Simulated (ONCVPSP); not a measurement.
# Which change was made? (P, ONCV)

| Property | Result |
| --- | --- |
| Element | P |
| Generator | ONCVPSP 4.0.1 |
| Type | optimised norm-conserving Vanderbilt (ONCV) |
| Functional | PBEsol |
| Relativity | scalar-relativistic |
| Frozen core | [Ne] |
| Valence charge | 5 |
| Reference configuration | 3s1 3p4 |
| Partial waves | 3s: rc 1.35 bohr, ncon 5, nbas 8, qcut 5.7 1/bohr, 2 projectors, debl 0.9 Ha; 3p: rc 1.85 bohr, ncon 4, nbas 8, qcut 4 1/bohr, 2 projectors, debl 1.9 Ha |
| Local potential | polynomial inside 0.85 bohr (lpopt 5, dvloc0 2 Ha) |
| Core correction | polynomial model core, fcfact 0.15 |

Cutoffs, loose and tight: the cutoffs (Ha) at which the residual kinetic energy of the hardest occupied pseudo-wave falls to 1 and 0.1 mHa per electron. They do not see the model core or the augmentation charge, which bear on the density cutoff. Test errors are all-electron minus pseudo excitation energies from the reference, over the configurations 3s2 3p3; 3s2 3p2; 3s2 3p1; 3s1 3p0; variants that change the core or the reference have their own tests.

The base gives: outcome: generated; cutoff, loose: 66 Ha; cutoff, tight: 88 Ha; bound ghosts: s; GHOST(+) flags above zero: none; largest test error (meV): +87.

(1) After one change the result is: outcome: generated; cutoff, loose: 66 Ha; cutoff, tight: 88 Ha; bound ghosts: s; GHOST(+) flags above zero: none; largest test error (meV): +67. Which change was it?
A. reference 3s1.5 3p3.5
B. p: ncon 3, nbas 7
C. s: rc 1.88

Answers

(1) B. The others give: s: rc 1.88 → outcome: generated; cutoff, loose: 11 Ha; cutoff, tight: 14 Ha; bound ghosts: none; GHOST(+) flags above zero: s; largest test error (meV): +89 | reference 3s1.5 3p3.5 → outcome: generated; cutoff, loose: 66 Ha; cutoff, tight: 88 Ha; bound ghosts: s; GHOST(+) flags above zero: none; largest test error (meV): +6.7.
